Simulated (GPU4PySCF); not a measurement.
Computed IR spectrum (relative IR intensity) of a molecule C₁₀H₁₆S. The structure is a stationary point at PBE-D3(BJ)/def2-TZVP. Other conformers were not sampled. All values below come from PBE-D3(BJ)/def2-TZVP (GPU4PySCF). Frequencies are harmonic and unscaled.

Lines under 2 % of the strongest are left out, and lines within 2 cm⁻¹ are merged.

```tsv
ν (cm⁻¹)	relative intensity
292	2.1
574	5.2
631	23
683	20
734	18
756	57
772	5.7
829	9.7
841	2.7
855	20
916	6.4
936	5.6
1013	5.0
1046	3.5
1063	3.1
1066	4.2
1141	4.6
1163	5.9
1202	2.2
1220	5.5
1277	2.7
1285	2.2
1332	2.4
1347	10
1360	3.8
1385	2.1
1411	4.9
1427	5.2
1444	12
1447	9.7
1458	11
1529	7.0
2940	17
2946	5.6
2950	96
2956	44
2962	76
2977	8.6
2988	14
2997	100
3016	53
3029	77
3037	56
3126	5.7
```

### Question
Identify the compound among the candidates.
A. CCc1sccc1C(C)(C)C
B. CCc1ccc(C(C)(C)C)s1
C. CCc1csc(C(C)(C)C)c1
D. CCCCCCc1ccsc1

### Answer
D, CCCCCCc1ccsc1
